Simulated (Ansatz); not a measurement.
Frontier orbitals of `C[SiH]1C=N1`.

| atom | x (Å) | y (Å) | z (Å) |
| --- | --- | --- | --- |
| C1 | 0.7706 | 0.1697 | 1.1630 |
| Si2 | -0.3295 | -0.5327 | -0.1547 |
| C3 | -0.9859 | 0.4163 | -1.5075 |
| N4 | 0.0556 | -0.2239 | -1.8783 |
| H5 | 1.6013 | -0.5092 | 1.3720 |
| H6 | 1.1783 | 1.1296 | 0.8419 |
| H7 | 0.2185 | 0.3205 | 2.0939 |
| H8 | -0.8966 | -1.8606 | 0.1649 |
| H9 | -1.6122 | 1.0904 | -2.0953 |

The species carries charge 0 and has multiplicity 1. Geometry: relaxed with PBE0-D4/def2-TZVP. Basis def2-TZVPP, the Gaussian-basis code of Ansatz.

Orbital energies of one run (eV). Highest occupied ones, from the top: -5.11, -7.55, -8.46, -9.10, -9.70, -10.19, -10.43, -12.25, -13.73, -17.44, -22.89, -94.47, -94.51, -94.54. Empty: -1.66, -0.59, 0.24, 0.88, 1.44, 1.85.

(1) Which functional gave them?
A. BLYP
B. r2SCANh
C. B97M-V
D. BHLYP

Answers

(1) A. HOMO energies: BLYP -5.11, B97M-V -5.49, BHLYP -7.53, r2SCANh -5.88 eV.
